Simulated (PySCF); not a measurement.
## Electronic absorption of CH12Si4

CH12Si4.
Z-matrix (Å and degrees, PBE0-D3(BJ)/def2-SVP geometry), rows numbered from 1:
```
C 
Si  1  1.8907
Si  2  2.3455  1  111.27
Si  2  2.3472  1  109.63  3  -120.70
Si  4  2.3456  2  109.42  1   -58.58
H   1  1.1007  2  110.80  3   -61.09
H   1  1.1006  2  110.51  3    59.03
H   1  1.1010  2  110.66  3   178.86
H   2  1.5000  1  110.19  3   120.75
H   3  1.4976  2  111.38  1    56.72
H   3  1.4958  2  110.45  1   177.57
H   3  1.4972  2  109.50  1   -62.94
H   4  1.4993  2  109.29  1    61.04
H   4  1.4978  2  110.82  1  -179.75
H   5  1.4961  4  109.43  2   -61.51
H   5  1.4970  4  109.45  2    56.98
H   5  1.4956  4  112.21  2   177.55
```

Level of theory: TDDFT PBE0/def2-SVPD, vertical, gas phase, core orbitals frozen in the response (PySCF 2.14.0, density-fitted response routines).

What does the calculation give for the low-lying excited states?

| state | E (eV) | E (hartree) | f | \|μ\| (D) | main configurations (H = HOMO, L = LUMO) |
| --- | --- | --- | --- | --- | --- |
| S1 | 6.10 | 0.2241 | 0.265 | 3.38 | H→L (79%), H→L+1 (16%) |
| S2 | 6.37 | 0.2342 | 0.267 | 3.32 | H→L+1 (68%), H→L (14%), H→L+2 (11%) |
| S3 | 6.57 | 0.2413 | 0.029 | 1.08 | H→L+2 (75%), H→L+1 (11%) |
| S4 | 6.70 | 0.2462 | 0.047 | 1.36 | H→L+3 (81%) |
| S5 | 6.83 | 0.2511 | 0.0085 | 0.57 | H-1→L (66%), H→L+4 (29%) |
| S6 | 6.89 | 0.2531 | 0.013 | 0.71 | H→L+4 (54%), H-1→L (27%) |
| S7 | 6.95 | 0.2556 | 0.021 | 0.90 | H→L+5 (86%) |
| S8 | 7.17 | 0.2636 | 0.0005 | 0.13 | H-2→L (76%) |
| S9 | 7.29 | 0.2678 | 0.014 | 0.72 | H-1→L+1 (47%), H→L+7 (30%) |
| S10 | 7.33 | 0.2694 | 0.017 | 0.79 | H→L+7 (32%), H-1→L+1 (27%), H-3→L (10%) |

Triplets, Tamm–Dancoff:

```tsv
state	E (eV)	λ (nm)	main configurations (H = HOMO, L = LUMO)
T1	5.23	236.8	H→L (93%)
T2	5.79	214.0	H→L+1 (76%), H→L+2 (10%)
T3	6.01	206.2	H→L+2 (51%), H→L+3 (20%)
T4	6.10	203.2	H→L+3 (51%), H→L+2 (25%)
```

The lowest singlet comes at 203 nm (588 kJ/mol) in the ultraviolet; it is strong; its leading configuration is HOMO→LUMO (79%). The largest oscillator strength of a single state is 0.267. Löwdin shares by element: HOMO silicon 78% (atoms not listed hold the other 22%); LUMO silicon 68% (atoms not listed hold the other 32%). Orbital energies (eV): HOMO-3 -9.19, HOMO-2 -8.70, HOMO-1 -8.39, HOMO -7.49, LUMO -0.46, LUMO+1 0.00, LUMO+2 0.19. Of the 10 states listed, 8 reach f = 0.01 and 1 stays under 0.0005. The listed states span 1.23 eV, and the widest gap between neighbours is 0.27 eV (S1 to S2). The vertical ionisation energy (ΔSCF) is 9.08 eV, 1.75 eV above S10. The window holds the lowest 10 singlets.

One conformer stands for the species.
